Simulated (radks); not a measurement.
Numerical settings for the erbium ion Er+, [Xe] 4f12 6s1. All-electron calculation, scalar-relativistic Kohn-Sham, PBE, spin-polarised, spherical densities, point nucleus; open shells are filled with parallel spins first (spin-orbit coupling, left out, can overturn this in heavy ions). Program: a radial shooting solver on a logarithmic mesh with Libxc functionals. The defaults (mesh step 0.008 in ln r, mesh end at 40 bohr or more with all orbitals vanishing there, Anderson mixing 0.5 over 9 steps, residual threshold near 1e-9 with the energy settled to 1e-9 hartree or 1e-11 of itself, here a cap of 62 iterations) give E = -13086.1702 hartree and 4f at -8.851 eV in 16 iterations. Run on one thread of a shared host, so times are rough (Arm Neoverse V1): 0.34 s of CPU time, 0.34 s wall, 16 iterations on 2648 mesh points. Changes against that run (0 stands for a change within the tolerance of the run):

| setting | iterations | converged | E (mhartree) | e(4f) (meV) | CPU (s) |
|---|---|---|---|---|---|
| mesh step in ln r 0.03 | 16 | yes | -0.00185 | 0 | 0.11 |
| mesh step in ln r 0.2 | 4 | no | diverged | - | 0.01 |
| mesh step in ln r 0.12 | 4 | no | diverged | - | 0.02 |
| mesh end (bohr) 20 | 16 | yes | 0 | 0 | 0.33 |
| mesh end (bohr) 5 | 16 | yes | +101 | +1.61e+03 | 0.31 |
| residual threshold 1e-13 | 26 | yes | 0 | 0 | 0.43 |
| residual threshold 0.01 | 12 | yes | 0 | +0.262 | 0.28 |
| mixing 0.01 | 37 | yes | 0 | 0 | 0.75 |
| linear mixing, mixing 0.2 | 62 | no | 0 | 0 | 1 |
| linear mixing, mixing 0.05 | 62 | no | -2.57 | -338 | 1.2 |
| mixing history 3 | 19 | yes | 0 | 0 | 0.36 |
| iteration cap 2 | 2 | no | +1.18e+03 | -2.86e+04 | 0.06 |

Settings that end as converged yet miss the energy by more than 1 mhartree: mesh end (bohr) 5 (+0.101 hartree). A mesh that ends early acts as a hard wall.
